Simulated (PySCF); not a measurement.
## Correlation energy of Ti (titanium, neutral)

[Ar] 3d2 4s2, high-spin 3F determinant. Computed with PySCF 2.14 in aug-cc-pVDZ-DK (7s6p4d2f, 59 functions), with scalar relativity by spin-free X2C-1e. Frozen: [Ar]; 4 electrons correlated.

MP2 pair energies summed by pair of shells (mhartree):

| pair | energy | share (%) |
| --- | --- | --- |
| 4s-4s | -20.35 | 56.8 |
| 3d-4s | -12.07 | 33.7 |
| 3d-3d | -3.42 | 9.5 |

Total MP2 correlation energy: -35.84 mhartree.

Same-spin part -8.12 and opposite-spin part -27.72 mhartree; SCS-MP2 scales them by 1/3 and 6/5 to -35.97 mhartree.
